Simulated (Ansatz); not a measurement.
Reaction (isomerisation): `[NH][GeH2][Cl]`• → `[NH2][GeH][Cl]`•

Calculated with Ansatz (gas phase, PBE0-D4/def2-TZVP geometries, no zero-point term in ΔE). CBS: MP2 limit from def2 TZ/QZ plus the TZ coupled-cluster correction, frozen cores. DFT in def2-TZVPP. No spin–orbit coupling; open shells (•) take unrestricted orbitals. For Ge outer-core shells are correlated without core-valence functions, which leaves a few kJ/mol of doubt a bond. Scalar relativity is left out up to krypton. Each species was taken in one conformer, which may not be the lowest.

CCSD(T)/CBS gives -28.4 kcal/mol.

(1) Another level gave -27.2 kcal/mol. Which?
A. B97M-V/def2-TZVPP
B. LDA (SPW92)/def2-TZVPP
C. ωB97M-V/def2-TZVPP
D. PBE-D4/def2-TZVPP

(2) What do rigid-rotor, harmonic-oscillator terms from PBE0-D4/def2-TZVP frequencies (298.15 K, 1 bar) make of the CCSD(T)/CBS value? (An estimate is asked.)

Largest T1 diagnostic among the species: 0.014.

Answers

(1) A. B97M-V -27.2, PBE-D4 -32.4, LDA (SPW92) -38.0, ωB97M-V -30.3 kcal/mol.

(2) The calculation gave: ΔZPE = +2.9 kcal/mol, ΔH = -25.5 kcal/mol, ΔS = 0 J/(mol·K), ΔG = -25.5 kcal/mol. Open shells count their whole term as degenerate.

From BLYP to BHLYP (50 % exact exchange), in def2-TZVPP and without D4, ΔE moves by +5.3 kcal/mol. In def2-TZVPP, CCSD(T) changes the Hartree–Fock value by −10.7 kcal/mol (the triples alone add −1.3 kcal/mol) and MP2 by −15.5 kcal/mol. At CCSD(T), def2-SVP lies +2.6 kcal/mol from the extrapolated value and def2-TZVPP +1.3 kcal/mol.
